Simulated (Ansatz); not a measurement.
Total energies of Zn10H30Se10 from Ansatz at r2SCAN0-D4/def2-TZVP, gas phase (1 Eh = 27.2114 eV = 2625.5 kJ/mol). The reference geometry is relaxed at PBE-D4/def2-SVP.

Cartesian coordinates in Å:
```
Zn -2.057 1.132 -2.436
Zn 2.205 3.954 -1.012
Zn -3.123 0.912 1.016
Zn 1.126 2.564 3.689
Zn 2.566 2.047 -3.323
Zn -2.149 -2.383 -0.866
Zn 2.952 -2.812 -1.660
Zn 1.077 0.133 0.299
Zn 0.147 -0.211 4.250
Zn 1.938 -3.823 0.940
Se -0.436 3.145 -1.762
Se -0.316 0.223 -4.194
Se -1.329 -0.076 -0.396
Se 1.823 2.384 1.119
Se -1.491 2.465 2.437
Se -3.058 -0.981 2.824
Se 2.435 -0.202 -1.737
Se 0.117 -3.063 -2.050
Se -1.530 -3.822 1.253
Se 1.206 -1.486 2.119
H -3.457 1.513 -3.005
H 3.110 2.899 -1.850
H 1.886 5.455 -0.725
H -4.473 1.593 0.636
H 1.030 4.034 4.207
H 1.431 1.018 4.081
H 0.945 2.277 -3.477
H 3.772 1.826 -4.305
H -3.496 -2.746 -1.573
H 3.404 -3.454 -3.009
H 3.092 -2.883 -0.036
H -1.193 0.410 3.496
H 0.307 -1.084 5.547
H 0.582 -3.991 0.003
H 2.620 -4.738 2.019
H -0.626 4.188 -2.800
H -1.425 3.862 -0.855
H -0.627 1.228 -5.238
H -1.332 -0.722 -4.788
H 3.213 1.886 1.278
H -1.888 3.837 1.907
H -2.318 2.695 3.646
H -3.616 -0.295 4.013
H -4.428 -1.547 2.501
H 3.707 0.110 -1.036
H -0.267 -2.737 -3.493
H -0.029 -4.509 -2.340
H -1.663 -5.076 0.471
H -2.969 -3.957 1.701
H 2.605 -1.195 2.514
```

```csv
state,geometry,energy (Eh)
charge 0 singlet,reference,-41826.96685
charge 1 doublet,reference,-41826.66987
charge -1 doublet,reference,-41827.00477
free Zn atom (singlet),–,-1779.33613
free Se atom (triplet),–,-2401.47217
free H atom (doublet),–,-0.49987
```

Single mean-field runs in def2-TZVP are fitted with def2-universal-jkfit.

Work out the vertical ionisation energy to the doublet.

E(charge 1 doublet) − E(charge 0 singlet) = -41826.66987 − (-41826.96685) = 0.29698 Eh = 8.08 eV. For comparison, −ε of the highest occupied level is 6.96 eV at this level, 1.12 eV less.

Work out the vertical electron affinity, to the doublet.

E(charge 0 singlet) − E(charge -1 doublet) = -41826.96685 − (-41827.00477) = 0.03792 Eh = 1.03 eV. The basis lacks diffuse functions, which makes affinities too small.

Give the fundamental gap IE − EA, the Mulliken electronegativity (IE + EA)/2 and the hardness (IE − EA)/2.

From the values in Eh: IE − EA = 0.29698 − 0.03792 = 0.25906 Eh = 7.05 eV; (IE + EA)/2 = 4.56 eV; (IE − EA)/2 = 3.52 eV. The HOMO–LUMO gap of the same run is 5.08 eV, 1.97 eV smaller than the fundamental gap.

What is the binding energy per atom against free atoms?

Atoms: 10 × (-1779.33613) + 10 × (-2401.47217) + 30 × (-0.49987) = -41823.07910 Eh. Binding: -41823.07910 − (-41826.96685) = 3.88775 Eh = 105.79 eV, or 2.12 eV for each of 50 atoms (no zero-point energy, no counterpoise term).
